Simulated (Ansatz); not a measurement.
`C[NH][SnH2][F]` + H₂ → `C[NH][SnH3]` + H–F  (hydrogenolysis of the Sn–F bond)

Calculated with Ansatz (gas phase, PBE0-D4/def2-TZVP geometries, no zero-point term in ΔE). CBS: MP2 limit from def2 TZ/QZ plus the TZ coupled-cluster correction, frozen cores. This one scheme is used for every species. DFT in def2-TZVPP. def2 core potentials past Kr. For Sn outer-core shells are correlated without core-valence functions, which leaves a few kJ/mol of doubt a bond. One conformer a species, not always the lowest.

```tsv
level	ΔE (kJ/mol)
PBE0-D4	47.3
BHLYP-D4	53.9
CAM-B3LYP-D4	58.4
r2SCAN	61.9
CCSD/def2-SVP	48.6
CCSD(T)/def2-SVP	50.3
HF/def2-TZVPP	48.4
MP2/def2-QZVPP	56.1
```

Problem. What does CCSD(T)/CBS give? (An estimate is asked.)

Solution. The calculation gave: +54.5 kJ/mol. The listed levels differ from it by -7.2, -0.6, 3.9, 7.4, -5.9, -4.2, -6.1, 1.6 kJ/mol.

Problem. What do rigid-rotor, harmonic-oscillator terms from PBE0-D4/def2-TZVP frequencies (298.15 K, 1 bar) make of the CCSD(T)/CBS value? (Estimate.)

Solution. Ansatz gave: ΔZPE = +9.4 kJ/mol, ΔH = +61.9 kJ/mol, ΔS = 20 J/(mol·K), ΔG = +55.9 kJ/mol.

Largest T1 diagnostic among the species: 0.013.

From BLYP to BHLYP (50 % exact exchange), in def2-TZVPP and without D4, ΔE moves by −12.8 kJ/mol. Leaving LDA and LC-ωPBE aside and taking each functional with its dispersion term where it has one, the values, not all of them listed here, spread over 21.1 kJ/mol, from PBE-QIDH to BLYP-D4. LDA lies −11.4 kJ/mol from PBE without D4.
